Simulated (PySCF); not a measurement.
C₃H₉BClN, singlet, at a GFN2-xTB geometry, atoms displaced at random by about 0.03 Å a coordinate; R2SCAN/STO-3G, gradient (PySCF).

Here is a job for PySCF.
```python
from pyscf import gto, scf, dft

mol = gto.Mole()
mol.atom = '''
    B     0.75108864    0.17804317    0.98420099
    Cl    0.22943563    0.66383450    2.52561352
    H     1.97310354    0.16020942    0.74249449
    N    -0.16680429   -0.02278843   -0.03480585
    C     0.16750438   -0.34118093   -1.38488709
    C    -0.48144615   -1.64323126   -1.80101078
    C    -0.39982774    0.71940057   -2.35098402
    H    -1.11381462    0.11722061    0.10454494
    H     1.18433119   -0.43706263   -1.55111807
    H    -0.32724591   -1.95043434   -2.75471913
    H    -0.15658189   -2.47740717   -1.13199151
    H    -1.58424699   -1.60624067   -1.68643230
    H    -0.15495283    0.48568823   -3.40252248
    H    -1.49044691    0.81903219   -2.29220028
    H     0.02317885    1.73132268   -2.10229539
'''
mol.basis = 'sto-3g'
mol.verbose = 4
mol.build()

mf = dft.RKS(mol)
mf.xc = 'r2scan'
mf.kernel()
g = mf.nuc_grad_method()
grad = g.kernel()
```

The log (banner, timings and long lists left out):

```
PySCF version 2.14.0

[INPUT] verbose = 4
[INPUT] num. atoms = 15
[INPUT] num. electrons = 56
[INPUT] charge = 0
[INPUT] spin (= nelec alpha-beta = 2S) = 0
[INPUT] symmetry False subgroup None
[INPUT] Mole.unit = angstrom
[INPUT] Symbol           X                Y                Z      unit          X                Y                Z       unit  Magmom
[INPUT]  1 B      0.751088640000   0.178043170000   0.984200990000 AA    1.419351824872   0.336452829649   1.859870322626 Bohr   0.0
[INPUT]  2 Cl     0.229435630000   0.663834500000   2.525613520000 AA    0.433570503917   1.254465397038   4.772717849299 Bohr   0.0
[INPUT]  3 H      1.973103540000   0.160209420000   0.742494490000 AA    3.728625306010   0.302751926375   1.403111235099 Bohr   0.0
[INPUT]  4 N     -0.166804290000  -0.022788430000  -0.034805850000 AA   -0.315214424503  -0.043063891509  -0.065773524033 Bohr   0.0
[INPUT]  5 C      0.167504380000  -0.341180930000  -1.384887090000 AA    0.316537402865  -0.644738516624  -2.617057313546 Bohr   0.0
[INPUT]  6 C     -0.481446150000  -1.643231260000  -1.801010780000 AA   -0.909801367226  -3.105257040724  -3.403417121589 Bohr   0.0
[INPUT]  7 C     -0.399827740000   0.719400570000  -2.350984020000 AA   -0.755564925604   1.359470051156  -4.442715921029 Bohr   0.0
[INPUT]  8 H     -1.113814620000   0.117220610000   0.104544940000 AA   -2.104804585337   0.221514849054   0.197561304309 Bohr   0.0
[INPUT]  9 H      1.184331190000  -0.437062630000  -1.551118070000 AA    2.238061589880  -0.825928669982  -2.931188339164 Bohr   0.0
[INPUT] 10 H     -0.327245910000  -1.950434340000  -2.754719130000 AA   -0.618405145284  -3.685786726547  -5.205664705800 Bohr   0.0
[INPUT] 11 H     -0.156581890000  -2.477407170000  -1.131991510000 AA   -0.295896888167  -4.681621050334  -2.139153929233 Bohr   0.0
[INPUT] 12 H     -1.584246990000  -1.606240670000  -1.686432300000 AA   -2.993792924767  -3.035354956438  -3.186895174620 Bohr   0.0
[INPUT] 13 H     -0.154952830000   0.485688230000  -3.402522480000 AA   -0.292818410926   0.917817736625  -6.429835619876 Bohr   0.0
[INPUT] 14 H     -1.490446910000   0.819032190000  -2.292200280000 AA   -2.816536463104   1.547746526303  -4.331630751851 Bohr   0.0
[INPUT] 15 H      0.023178850000   1.731322680000  -2.102295390000 AA    0.043801678382   3.271725698448  -3.972762520036 Bohr   0.0

nuclear repulsion = 275.252107550608
number of shells = 29
number of NR pGTOs = 129
number of NR cGTOs = 43
basis = sto-3g
ecp = {}

******** <class 'pyscf.dft.rks.RKS'> ********
method = RKS
initial guess = minao
damping factor = 0
level_shift factor = 0
DIIS = <class 'pyscf.scf.diis.CDIIS'>
diis_start_cycle = 1
diis_space = 8
diis_damp = 0
SCF conv_tol = 1e-09
SCF conv_tol_grad = None
SCF max_cycles = 50
direct_scf = True
direct_scf_tol = 1e-13
XC library pyscf.dft.libxc version 7.1.2
    S. Lehtola, C. Steigemann, M. J. T. Oliveira, and M. A. L. Marques,  SoftwareX 7, 1–5 (2018)
XC functionals = r2scan
    J. W. Furness, A. D. Kaplan, J. Ning, J. P. Perdew, and J. Sun,  J. Phys. Chem. Lett. 11, 8208–8215 (2020)
    J. W. Furness, A. D. Kaplan, J. Ning, J. P. Perdew, and J. Sun,  J. Phys. Chem. Lett. 11, 9248–9248 (2020)
    J. W. Furness, A. D. Kaplan, J. Ning, J. P. Perdew, and J. Sun,  J. Phys. Chem. Lett. 11, 8208–8215 (2020)
    J. W. Furness, A. D. Kaplan, J. Ning, J. P. Perdew, and J. Sun,  J. Phys. Chem. Lett. 11, 9248–9248 (2020)
radial grids:
    Treutler-Ahlrichs [JCP 102, 346 (1995); DOI:10.1063/1.469408] (M4) radial grids

becke partition: Becke, JCP 88, 2547 (1988); DOI:10.1063/1.454033
pruning grids: <function nwchem_prune>
grids dens level: 3
symmetrized grids: False
atomic radii adjust function: <function treutler_atomic_radii_adjust>
small_rho_cutoff = 0
Set gradient conv threshold to 3.16228e-05
Initial guess from minao.
tot grids = 177456
init E= -652.222033495479
  HOMO = -0.304390865006167  LUMO = -0.00842750012217242  gap/eV = 8.05357
cycle= 1 E= -652.006012350544  delta_E= 0.216  |g|= 0.324  |ddm|= 4.68
  HOMO = -0.135578693992326  LUMO = 0.0942880023712653  gap/eV = 6.25499
cycle= 2 E= -651.981707961716  delta_E= 0.0243  |g|= 0.441  |ddm|= 0.992
  HOMO = -0.175365169720218  LUMO = 0.103630773575983  gap/eV = 7.59187
cycle= 3 E= -652.038963546975  delta_E= -0.0573  |g|= 0.0785  |ddm|= 0.639
  HOMO = -0.169976544606869  LUMO = 0.103214860806395  gap/eV = 7.43392
cycle= 4 E= -652.041225287021  delta_E= -0.00226  |g|= 0.0179  |ddm|= 0.146
  HOMO = -0.172689126603973  LUMO = 0.0991519732282165  gap/eV = 7.39717
cycle= 5 E= -652.041328941053  delta_E= -0.000104  |g|= 0.00152  |ddm|= 0.0269
  HOMO = -0.172629372284701  LUMO = 0.0992619979823345  gap/eV = 7.39854
cycle= 6 E= -652.041329924026  delta_E= -9.83e-07  |g|= 0.000393  |ddm|= 0.00319
  HOMO = -0.172639019299245  LUMO = 0.0992814903870178  gap/eV = 7.39933
cycle= 7 E= -652.041329973981  delta_E= -5e-08  |g|= 0.000107  |ddm|= 0.00065
  HOMO = -0.172649605293196  LUMO = 0.0992741783723121  gap/eV = 7.39942
cycle= 8 E= -652.04132997778  delta_E= -3.8e-09  |g|= 8.93e-06  |ddm|= 0.00016
  HOMO = -0.17264929728856  LUMO = 0.0992750555022884  gap/eV = 7.39944
cycle= 9 E= -652.041329977804  delta_E= -2.38e-11  |g|= 1.73e-06  |ddm|= 1.56e-05
  HOMO = -0.172649555210107  LUMO = 0.0992747897729207  gap/eV = 7.39944
Extra cycle  E= -652.041329977808  delta_E= -4.43e-12  |g|= 1.54e-06  |ddm|= 4.87e-06
converged SCF energy = -652.041329977808

******** <class 'pyscf.grad.rks.Gradients'> for <class 'pyscf.dft.rks.RKS'> ********
unit = Eh/Bohr
grid_response = False
--------------- RKS gradients ---------------
         x                y                z
0 B    -0.0609511313     0.0046412298     0.0579966526
1 Cl     0.0212077197    -0.0158217155    -0.0603446826
2 H     0.0390773265     0.0057047498    -0.0061971050
3 N    -0.0854493039     0.0013535609    -0.0326530762
4 C     0.0612479749    -0.0015350054     0.0532962302
5 C     0.0414657887     0.0374446967    -0.0907329283
6 C    -0.0104508716    -0.0437383447     0.0094166866
7 H     0.0873633164    -0.0096928606    -0.0130567886
8 H    -0.0671567350    -0.0007084994    -0.0018224432
9 H    -0.0231137289     0.0153582052     0.0807516993
10 H     0.0007310914    -0.0104253653     0.0076570286
11 H    -0.0071946944    -0.0061071370    -0.0020475523
12 H    -0.0024183992     0.0008154030    -0.0059289501
13 H     0.0026125800     0.0057753135    -0.0050517374
14 H     0.0048310245     0.0159006915     0.0061687241
----------------------------------------------
```
